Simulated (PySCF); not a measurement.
Computed shifts of a molecule C5H8S, PBE/pcSseg-1 (PySCF), GIAO, gas phase, equivalent atoms averaged, in ppm (number of nuclei): ¹³C: 221.4 (1), 106.2 (1), 77.2 (1), 23.1 (1), 22.6 (1). ¹H: 5.16 (2), 2.39 (3), 2.24 (3). References: ¹³C against TMS (σ = 182.0 ppm); ³³S against H2S (σ = 706.5 ppm); ¹H against TMS (σ = 31.49 ppm), references at their B3LYP-D3(BJ)/def2-TZVP geometries, non-relativistic. Geometry optimised at PBE0-D3(BJ)/def2-SVP. Other conformers were not sampled.

Q: Which molecule gave these data?
A) CC1=CSCC1
B) CC#CCSC
C) C=C=C(C)SC
D) CC1=CCCS1

A: C, C=C=C(C)SC
